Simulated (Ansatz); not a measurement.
A nudged elastic band was laid between two geometries of ClH3Sn + H2O (8 atoms, charge 0, multiplicity 1).

The calculation used RKS B3LYP/def2-SVP (Ansatz 0.2.0).

* movable images: 7
* climbing image: yes
* spring: 0.1 eV/Å²
* optimiser: quadratic models (default)
* start path: through a guess of the saddle point
* force threshold: 0.03 eV/Å
* iteration limit: 60
* end points: relaxed

First end point:

```xyz
8
Properties=species:S:1:pos:R:3
Sn 0.261 0.041 -0.127
Cl 0.180 -0.123 2.274
H 1.957 0.029 -0.433
H -0.437 1.531 -0.577
H -0.462 -1.370 -0.770
O -2.668 0.037 0.867
H -2.987 -0.877 0.867
H -2.188 0.103 1.710
```

Last end point:

```xyz
8
Properties=species:S:1:pos:R:3
Sn -0.304 -0.071 -0.539
Cl -0.718 0.859 3.180
H 1.088 -0.833 0.108
H -0.222 1.631 -0.613
H -0.772 -0.796 -2.025
O -1.864 -0.385 0.728
H -2.150 -1.309 0.779
H -1.402 0.275 2.194
```

**Question.** Which bonds break or form, and what moves?

**Answer.** Bonds broken: Sn1–Cl2, O6–H8. Bonds formed: Sn1–O6, Cl2–H8. ClH3Sn + H2O becomes ClH + H4OSn.

**Question.** Give the energies along the band, and the barrier.

**Answer.** The run converged. The highest image is number 6 of 0 to 8, 0.86 eV above the first end and 0.19 eV above the last; the last end lies 0.67 eV above the first. Another band between the same ends (7 images) ends at a top of the same energy, where a vibrational analysis finds 1 clearly imaginary mode. The orbitals stay closed-shell, which can raise the energy where a bond breaks towards radicals; this wasn't checked here.

```
image  path coordinate (Å)  energy (eV)  Sn1–Cl2 (Å)  O6–H8 (Å)  Sn1–O6 (Å)
    0                 0.00         0.00         2.41       0.97        3.09
    1                 0.61         0.04         2.41       0.97        3.25
    2                 1.23         0.12         2.41       0.97        3.28
    3                 1.84         0.29         2.44       0.97        2.95
    4                 2.42         0.47         2.51       0.98        2.55
    5                 2.98         0.67         2.71       1.02        2.28
    6                 3.53         0.86         3.09       1.18        2.13
    7                 4.00         0.72         3.43       1.53        2.06
    8                 4.47         0.67         3.86       1.67        2.03
```

**Question.** What is the geometry of the highest image?

**Answer.** 
```xyz
8
Properties=species:S:1:pos:R:3
Sn -0.257 0.027 -0.345
Cl -0.398 0.847 2.634
H 1.112 -0.798 0.246
H -0.238 1.709 -0.578
H -0.855 -0.782 -1.752
O -1.985 -0.391 0.833
H -2.205 -1.326 0.966
H -1.519 0.084 1.808
```

Run time: 9.2 min on 1 thread of Arm Neoverse V1 (shared host), peak memory 0.19 GiB.
